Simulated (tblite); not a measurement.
`C/C(Cl)=C\C1=CC=[C]S1` [radical] (doublet state). Computed geometry: GFN2-xTB, gas phase. This method treats the open shell by occupation alone, without spin polarisation.

```
atom  x, y, z in Å
C1    -2.1274    0.9549   -0.5747
C2    -1.8281   -0.2258    0.2819
Cl3   -3.2150   -1.0218    0.9501
C4    -0.6188   -0.7243    0.5734
C5     0.6535   -0.2405    0.1382
C6     1.8725   -0.7525    0.5188
C7     2.9813   -0.1039   -0.0772
C8     2.5590    0.8248   -0.9560
S9     0.8820    1.0643   -1.0138
H10   -1.5520    1.8191   -0.2420
H11   -3.1851    1.1992   -0.5347
H12   -1.8536    0.7533   -1.6109
H13   -0.5570   -1.5979    1.2101
H14    1.9792   -1.5763    1.2030
H15    4.0052   -0.3646    0.1119
```

Task: What is the repulsion energy of the bare nuclei, Σ ZA·ZB/RAB?

Result: 544.67 Eh over 105 pairs, with full nuclear charges and distances in bohr; the largest single term is 31.14 Eh (C2 with Cl3).

Task: What is the longest distance between nuclei?

Result: H11···H15, 7.39 Å; the next longest distance is 7.30 Å.

Task: Work out the bond lengths C1–C2, C5–C6, C6–H14, C7–H15 in pm.

Result: For C1–C2 the difference vector is (0.2993, -1.1807, 0.8566) Å, of length 1.4891 Å. C1–C2 148.9; C5–C6 137.6; C6–H14 107.6; C7–H15 107.3 pm.

Task: How far apart are these pairs, which share no bond: C1···C7, C2···H14, C6···H13, S9···H13, S9···H14, H13···H14?

Result: C1···C7 5.241 Å (5 bonds apart); C2···H14 4.143 Å (4 bonds apart); C6···H13 2.664 Å (3 bonds apart); S9···H13 3.755 Å (3 bonds apart); S9···H14 3.618 Å (3 bonds apart); H13···H14 2.536 Å (4 bonds apart).

Task: How far are the heavy atoms from their best plane (unweighted least squares)?

Result: 0.046 Å rms; C1 0.08, C2 0.01, Cl3 0.05, C4 0.02, C5 0.01, C6 0.04, C7 0.04, C8 0.07, S9 0.04 Å (magnitudes).

Task: Give the dihedral angles C4–C5–C6–H14, C6–C7–C8–S9, C4–C5–C6–C7, C4–C5–S9–C8, S9–C5–C6–H14, C6–C5–S9–C8.

Result: C4–C5–C6–H14 -1° (synperiplanar); C6–C7–C8–S9 5° (synperiplanar); C4–C5–C6–C7 179° (antiperiplanar); C4–C5–S9–C8 -176° (antiperiplanar); S9–C5–C6–H14 -179° (antiperiplanar); C6–C5–S9–C8 2° (synperiplanar). Dihedral signs follow IUPAC: positive where, seen along the central bond, the front bond turns clockwise onto the rear one.

Task: Where is the centre of mass (commonest isotopes), and what is the radius of gyration?

Result: Mass 156.988 u; centre at (-0.277, -0.030, -0.001) Å; Rg = √(Σ m r²/M) = 2.464 Å. As Ia + Ib + Ic = 2 Σ m r², the three principal moments sum to 1905.5 u·Å².

Task: What are the angles C2–C1–H12, Cl3–C2–C4, C2–C4–C5, C2–C4–H13, C4–C5–S9, C7–C6–H14, C6–C7–C8, C8–C7–H15?

Result: From the scalar product of the two bond vectors; for C2–C1–H12 it is -0.5676 Å² over 1.4891 × 1.0906 Å², cos θ = -0.3495. C2–C1–H12 110.5°; Cl3–C2–C4 117.9°; C2–C4–C5 127.7°; C2–C4–H13 118.7°; C4–C5–S9 124.6°; C7–C6–H14 122.7°; C6–C7–C8 110.2°; C8–C7–H15 125.6°.

Task: Write the matrix of distances between heavy atoms (Å, lower triangle).

Result: 
```
C1    0.000
C2    1.489  0.000
Cl3   2.723  1.733  0.000
C4    2.533  1.340  2.640  0.000
C5    3.110  2.486  4.029  1.429  0.000
C6    4.484  3.745  5.113  2.492  1.376  0.000
C7    5.241  4.824  6.348  3.711  2.342  1.416  0.000
C8    4.704  4.678  6.355  3.852  2.442  2.266  1.347  0.000
S9    3.043  3.269  4.999  2.823  1.756  2.575  2.579  1.695  0.000
```

Its GFN2-xTB frequencies are all real (lowest 47 cm⁻¹).

Time: 0.91 s of wall time. Hardware: one thread of an Arm Neoverse V1, no GPU, on a shared host. These figures are those of the optimisation.

One conformer stands for the species.
